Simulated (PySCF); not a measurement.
## Au(2+) (gold, charge +2) across methods

[Xe] 4f14 5d9, 2D determinant. All numbers are calculated (PySCF 2.14, scalar relativity through the core potential, in aug-cc-pVTZ-PP with one added diffuse shell each of s, p, d, f, g type with ECP60MDF (7s7p6d4f3g, 113 functions)).

```
 method  E (hartree)  mean ε 5p β (eV)  mean ε 5d α (eV)  mean ε 5d β (eV)  Σ⟨r²⟩ (bohr²)   ⟨S²⟩
r2SCAN0    -134.5964           -85.701           -29.771           -28.897          33.38  0.766
r2SCANh    -134.6222           -83.788           -28.721           -27.872          33.43  0.769
   PBE0    -134.5918           -84.651           -29.513           -28.724          33.54  0.759
    UHF   -133.80386           -94.663           -33.973           -32.905          33.27  0.763
    PBE    -134.6151           -80.953           -27.706           -26.989          33.74  0.758
 r2SCAN    -134.6396           -82.514           -28.025           -27.192          33.47  0.771
    LDA    -134.3445           -81.020           -27.910           -27.198          33.95  0.754
wB97X-V    -134.5741           -87.022           -31.921           -31.226          33.52  0.754
```

Energies and moments cover only the electrons outside the core potential. Spin-orbit coupling, absent here, splits the open shell strongly.
